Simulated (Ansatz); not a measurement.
C$_{4}$H$_{11}$B, SMILES `BC(C)(C)C`. Total charge 0; spin multiplicity 1. The structure was optimised at the PBE0-D4/def2-TZVP level.

```xyz
16

B     1.183    0.900   -0.691
C     0.046    0.126    0.035
C     0.072   -1.148   -0.848
C    -1.332    0.772   -0.065
C     0.355   -0.261    1.476
H     0.939    1.582   -1.647
H     2.328    0.734   -0.375
H    -0.688   -1.844   -0.476
H     1.036   -1.663   -0.808
H    -0.164   -0.934   -1.895
H    -2.109    0.094    0.306
H    -1.384    1.688    0.531
H    -1.577    1.034   -1.097
H     0.367    0.617    2.128
H    -0.402   -0.950    1.867
H     1.330   -0.749    1.558
```

Task: What is the dipole moment at r2SCAN/def2-TZVPP? (Estimate.)

Result: Ansatz gave: 0.71 D, with components (-0.48, -0.50, 0.19) D in this frame, pointing from negative to positive charge.

Task: And with PBE, B3LYP, ωB97M-V? (Best estimate.)

Result: Computed: PBE 0.76 D, B3LYP 0.65 D, ωB97M-V 0.65 D.

Task: Give the Mulliken charges with r2SCAN, PBE, B3LYP in def2-TZVPP. (Best estimate.)

Result: The calculation gave: 
```
atom  r2SCAN    PBE  B3LYP
  B1   -0.04  -0.09  -0.09
  C2    0.24   0.16   0.14
  C3   -0.26  -0.32  -0.34
  C4   -0.19  -0.26  -0.27
  C5   -0.19  -0.26  -0.27
  H6    0.00   0.02   0.03
  H7    0.00   0.02   0.03
  H8    0.05   0.08   0.08
  H9    0.07   0.10   0.10
 H10    0.07   0.10   0.10
 H11    0.03   0.07   0.07
 H12    0.05   0.08   0.08
 H13    0.05   0.08   0.08
 H14    0.05   0.08   0.08
 H15    0.03   0.07   0.07
 H16    0.05   0.08   0.08
```

B3LYP here is the variant with VWN-RPA as its local correlation; programs differ in this.
